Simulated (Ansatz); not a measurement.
Cl3Sc, SMILES [Cl][Sc-]([Cl])[Cl] (connectivity only; charge and spin as stated), charge -1, multiplicity 2.

Geometry optimised at B3LYP-D3(BJ)/def2-SVPD. The spin state was assumed, not searched.

Two levels are set side by side: PBE/def2-SVPD (Ansatz, a program for electronic structure) and CAM-B3LYP/def2-SVPD (Ansatz). Energy differences of separate SCF runs at the same geometry; the states with an electron removed or added have multiplicity 1. Differences are taken from unrounded values.

```csv
quantity,CAM-B3LYP,PBE,PBE minus CAM-B3LYP
vertical ionisation energy (eV),2.63,2.13,-0.50
```
